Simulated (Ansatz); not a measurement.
Frontier orbitals of CH5AlOSi.

Z-matrix (Å, degrees):
```
Si
Al 1 2.496
C 1 1.884 2 51.1
O 1 1.671 2 43.7 3 -179.9
H 1 1.488 2 125.0 3 95.2
H 1 1.488 2 125.1 3 -95.1
H 2 1.576 1 169.0 3 -179.8
H 3 1.092 1 115.8 2 -115.5
H 3 1.092 1 115.9 2 115.7
```

Total charge 0; spin multiplicity 1. The structure was optimised at the PBE0-D4/def2-TZVP level. Basis def2-TZVPP, Ansatz.

Orbital energies of one run (eV). Highest occupied ones, from the top: -6.81, -7.53, -7.56, -9.01, -9.07, -9.84, -10.72, -11.09, -12.90, -17.95, -25.91, -71.89, -71.95, -72.15. Empty: -1.68, -0.70, -0.53, 0.91, 1.06, 1.26.

Q: Which functional gave them?
A. B97M-V
B. r2SCAN0
C. CAM-B3LYP
D. BLYP

A: A. HOMO energies: B97M-V -6.81, BLYP -6.33, CAM-B3LYP -8.94, r2SCAN0 -7.79 eV.
